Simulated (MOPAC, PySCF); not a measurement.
CH2O (SMILES C=O) and C2H3N (SMILES CC#N) are pulled apart as rigid monomers along the line of their centres of mass, from the B3LYP-D3(BJ)/def2-TZVP minimum. Starting geometry (charge 0, multiplicity 1):
```tsv
atom	x (Å)	y (Å)	z (Å)
C	-0.4693	-0.4553	0.1650
O	0.6649	-0.0557	0.1357
H	-0.7102	-1.5294	0.2560
H	-1.3338	0.2294	0.1021
C	1.2174	0.4143	3.3528
C	-0.1474	-0.0736	3.2675
N	-1.2242	-0.4622	3.1573
H	1.2377	1.4018	3.8140
H	1.8260	-0.2675	3.9469
H	1.6310	0.4796	2.3449
```

Interaction energies with rigid monomers; basis-set methods are counterpoise corrected unless marked otherwise.

Rows in 6-31G*, STO-3G carry no dispersion term and start afresh at each structure (6-31G* with six Cartesian d functions). MP2/6-31G* freezes PySCF's default core. The state that PM3, PM6 reach isn't checked.

Run with MOPAC for PM3, PM6 (differences of heats of formation); PySCF for 6-31G* rows, STO-3G rows. Values without a source in brackets are computed.

```tsv
O2···H10 (Å)	PM3 (meV)	PM6 (meV)	HF/STO-3G (no counterpoise) (meV)	B3LYP/6-31G* (meV)	MP2/6-31G* (no counterpoise) (meV)
2.25	164.8	…	50.5	-36.3	-150.4
2.47	40.7	-133.4	-25.8	-92.6	-189.5
2.81	-24.2	-115.1	-44.8	-96.3	…
3.38	-36.8	-75.2	-32.6	-65.6	-96.1
4.33	-25.2	-41.9	-18.4	-35.9	-40.7
```

Some entries are withheld; supply them.


- 2.25, PM6 (meV): -107.9
- 2.81, MP2/6-31G* (no counterpoise) (meV): -165.4
